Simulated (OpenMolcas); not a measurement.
Eu3+ in Cs2NaYBr6: curves along the breathing mode

Eu3+ with its 6 nearest bromide ions, on the Y site of Cs2NaYBr6 (a = 11.3047 Å, distance in the model lattice 2.765 Å). The rest of the host is ab initio model potentials to 7.6 Å, with orthogonalisation functions on the cations behind the ligands, and point charges beyond; the distance is set by hand and nothing relaxes. Ligand basis ANO-RCC-VDZP.

| Property | Result |
| --- | --- |
| Program | OpenMolcas 26.06 |
| Method | CASSCF |
| Basis | ANO-RCC-VDZP [7s6p4d2f1g] |
| Scalar Hamiltonian | DKH2, point nucleus |
| Active space | 6 electrons in 7 orbitals (4f) |
| State averaging | 2S+1 = 7 even, 7 roots; 2S+1 = 5 even, 77 roots kept (CI in the orbitals of an earlier block); 2S+1 = 3 even, 3 roots kept (CI in the orbitals of an earlier block) |
| Spin-orbit coupling | RASSI with atomic mean-field integrals over the reference wave functions |

Spin-free energies (labels of O, the rotations of Oh) in cm-1 above the lowest fitted minimum, as all ligands move together:

```tsv
R (Å)	7T1	7A2	7T2	5T2	5E	5T2(2)	5E(2)
2.638	8690	9040	9110	32890	32990	36190	36210
2.701	3160	3450	3520	27380	27460	30700	30720
2.825	180	370	450	24420	24490	27790	27810
2.887	2000	2150	2240	26250	26310	29640	29650
2.949	5750	5860	5950	30000	30050	33400	33410
3.011	11280	11370	11460	35540	35580	38960	38960
```

Cubic fits give the following; the wavenumber is harmonic, with the mass of all moving ligands, small differences in it between states hang on the degree of the fit, a number in brackets counts states of one label, and the table is a selection of at most 14 states with clean curves.

```json
{"State": "7T1", "R0 (Å)": "2.802", "Breathing mode (cm-1)": "203", "Minimum (cm-1)": "0"}
{"State": "7A2", "R0 (Å)": "2.804", "Breathing mode (cm-1)": "203", "Minimum (cm-1)": "200"}
{"State": "7T2", "R0 (Å)": "2.804", "Breathing mode (cm-1)": "203", "Minimum (cm-1)": "280"}
{"State": "5T2", "R0 (Å)": "2.802", "Breathing mode (cm-1)": "203", "Minimum (cm-1)": "24240"}
{"State": "5E", "R0 (Å)": "2.802", "Breathing mode (cm-1)": "203", "Minimum (cm-1)": "24310"}
{"State": "5T2(2)", "R0 (Å)": "2.802", "Breathing mode (cm-1)": "203", "Minimum (cm-1)": "27600"}
{"State": "5E(2)", "R0 (Å)": "2.802", "Breathing mode (cm-1)": "203", "Minimum (cm-1)": "27610"}
{"State": "5T1", "R0 (Å)": "2.802", "Breathing mode (cm-1)": "203", "Minimum (cm-1)": "27640"}
{"State": "5T2(3)", "R0 (Å)": "2.802", "Breathing mode (cm-1)": "203", "Minimum (cm-1)": "27780"}
{"State": "5E(3)", "R0 (Å)": "2.803", "Breathing mode (cm-1)": "203", "Minimum (cm-1)": "27860"}
{"State": "5T1(2)", "R0 (Å)": "2.803", "Breathing mode (cm-1)": "203", "Minimum (cm-1)": "27880"}
{"State": "5A1", "R0 (Å)": "2.803", "Breathing mode (cm-1)": "203", "Minimum (cm-1)": "27900"}
{"State": "5T1(3)", "R0 (Å)": "2.802", "Breathing mode (cm-1)": "203", "Minimum (cm-1)": "28960"}
{"State": "5T2(4)", "R0 (Å)": "2.803", "Breathing mode (cm-1)": "203", "Minimum (cm-1)": "29110"}
```

For an f ion spin-orbit coupling outweighs the ligand field, so these spin-free curves are not those of observable levels.

High states are left out of the spin-orbit mixing, which shifts the levels that they would mix with. Without dynamic correlation the ligand-field splitting of an f shell can come out too small, at times by half. No measured value stands beside these numbers.
